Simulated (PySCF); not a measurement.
Electron correlation in S(2+) (sulfur, charge +2)

[Ne] 3s2 3p2, high-spin 3P determinant. Computed with PySCF 2.14 in aug-cc-pV(T+d)Z (6s5p4d2f, 55 functions), with the non-relativistic Hamiltonian (point nucleus). Frozen: [Ne]; 4 electrons correlated.

```csv
level,correlation energy (mhartree)
CCSD,-89.94
(T),-2.20
CCSD(T),-92.14
```

Diagnostics: T1 = 0.0086, D1 = 0.0221, largest double amplitude 0.105.

Cost of the coupled-cluster step: of the order of 1.8 core-seconds, for 4 correlated electrons.
